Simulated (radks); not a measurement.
Results of a calculation; reference values are marked as such.
In3+, 46 electrons, occupied as [Kr] 4d10. Code: a radial shooting solver on a logarithmic mesh with Libxc functionals. Model: Dirac Kohn-Sham, OLYP, spin-unpolarised, spherical densities, finite nucleus; Fermi nuclear charge, rms radius 4.6156 fm.

Spin-orbit splittings of the eigenvalues, e(l+1/2) - e(l-1/2), with zeta = 2 splitting/(2l+1) and mean radii in bohr:

[
 {"shell": "2p", "occ.": "6", "splitting (eV)": "210.8", "zeta (eV)": "140.6", "<r> j=l-1/2": "0.1084", "<r> j=l+1/2": "0.1137"},
 {"shell": "3p", "occ.": "6", "splitting (eV)": "38.15", "zeta (eV)": "25.43", "<r> j=l-1/2": "0.3392", "<r> j=l+1/2": "0.3502"},
 {"shell": "3d", "occ.": "10", "splitting (eV)": "7.833", "zeta (eV)": "3.133", "<r> j=l-1/2": "0.3218", "<r> j=l+1/2": "0.3254"},
 {"shell": "4p", "occ.": "6", "splitting (eV)": "6.659", "zeta (eV)": "4.439", "<r> j=l-1/2": "0.8994", "<r> j=l+1/2": "0.9290"},
 {"shell": "4d", "occ.": "10", "splitting (eV)": "0.8952", "zeta (eV)": "0.3581", "<r> j=l-1/2": "1.137", "<r> j=l+1/2": "1.151"},
 {"shell": "5p", "occ.": "0", "splitting (eV)": "0.6711", "zeta (eV)": "0.4474", "<r> j=l-1/2": "2.626", "<r> j=l+1/2": "2.694"}
]
